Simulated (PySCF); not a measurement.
C2H13NSi3, SMILES C[SiH](C)N[SiH2][SiH3].

Geometry: B3LYP-D3(BJ)/def2-SVP. This is a generated structure with no PubChem entry under its InChIKey; it may be hypothetical. The values are those of a single conformer.

Level of theory: PBE/def2-TZVP (PySCF).

Gas-phase values at a fixed geometry.

**Question.** Estimate the frontier levels, gap, dipole moment. (Estimate from the structure and the level; the computed values follow.)

**Answer.** 
```json
{
  "highest_occupied_level": "-5.81 eV",
  "lowest_empty_level": "-0.95 eV",
  "orbital_gap": "4.86 eV",
  "dipole_moment": "0.99 D",
  "quadrupole, principal values (traceless, Buckingham form, about the centre of nuclear charge)": "-5.51, 0.85, 4.66 D·Å"
}
```
